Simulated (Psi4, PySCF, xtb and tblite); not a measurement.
Conformational energy of C8H17Cl3Si, SMILES C(CCCCCC)C[Si](Cl)(Cl)Cl. Scanned: dihedral C4–C3–C2–C1; all other coordinates were relaxed at GFN2-xTB. Points at φ and −φ are mirror images. Heavy atoms are numbered in the order of the SMILES CCCCCCCC[Si](Cl)(Cl)Cl, hydrogens after them in the order of the atoms that carry them; the mirror image has the same energies with the sign of each dihedral reversed.

Levels of theory: RHF/3-21G = PySCF with restricted Hartree-Fock/3-21G, density fitting // GFN2-xTB; GFN2-xTB (xtb and tblite); RKS-BP86/6-31G* = restricted BP86/6-31G*, spherical d, density fitting // GFN2-xTB (PySCF); PBE-D3(BJ)/def2-SVP // GFN2-xTB (Psi4).

Energies relative to the lowest point of each profile, in eV; the last columns give the difference from PBE-D3(BJ):

| φ / ° | RHF/3-21G | GFN2-xTB | RKS-BP86/6-31G* | PBE-D3(BJ)/def2-SVP | RHF/3-21G − PBE-D3(BJ)/def2-SVP | GFN2-xTB − PBE-D3(BJ)/def2-SVP | RKS-BP86/6-31G* − PBE-D3(BJ)/def2-SVP |
|---|---|---|---|---|---|---|---|
| -150 | 0.075 | 0.054 | 0.063 | 0.068 | 0.007 | -0.015 | -0.005 |
| -120 | 0.151 | 0.109 | 0.134 | 0.137 | 0.014 | -0.029 | -0.003 |
| -90 | 0.076 | 0.053 | 0.076 | 0.065 | 0.011 | -0.012 | 0.011 |
| -60 | 0.040 | 0.028 | 0.037 | 0.020 | 0.019 | 0.007 | 0.017 |
| -30 | 0.160 | 0.124 | 0.138 | 0.119 | 0.041 | 0.005 | 0.020 |
| 0 | 0.266 | 0.214 | 0.240 | 0.217 | 0.049 | -0.004 | 0.023 |
| 30 | 0.160 | 0.124 | 0.138 | 0.119 | 0.041 | 0.005 | 0.020 |
| 60 | 0.040 | 0.028 | 0.037 | 0.020 | 0.019 | 0.007 | 0.017 |
| 90 | 0.076 | 0.053 | 0.076 | 0.065 | 0.011 | -0.012 | 0.011 |
| 120 | 0.151 | 0.109 | 0.134 | 0.137 | 0.014 | -0.029 | -0.003 |
| 150 | 0.075 | 0.054 | 0.063 | 0.068 | 0.007 | -0.015 | -0.005 |
| 180 | 0.000 | 0.000 | 0.000 | 0.000 | 0.000 | 0.000 | 0.000 |

RHF/3-21G is furthest from PBE-D3(BJ)/def2-SVP at 0 (0.049 eV, above); its mean absolute difference over the points is 0.019 eV.

GFN2-xTB is furthest from PBE-D3(BJ)/def2-SVP at -120 (-0.029 eV, below); its mean absolute difference over the points is 0.012 eV.

RKS-BP86/6-31G* is furthest from PBE-D3(BJ)/def2-SVP at 0 (0.023 eV, above); its mean absolute difference over the points is 0.011 eV.
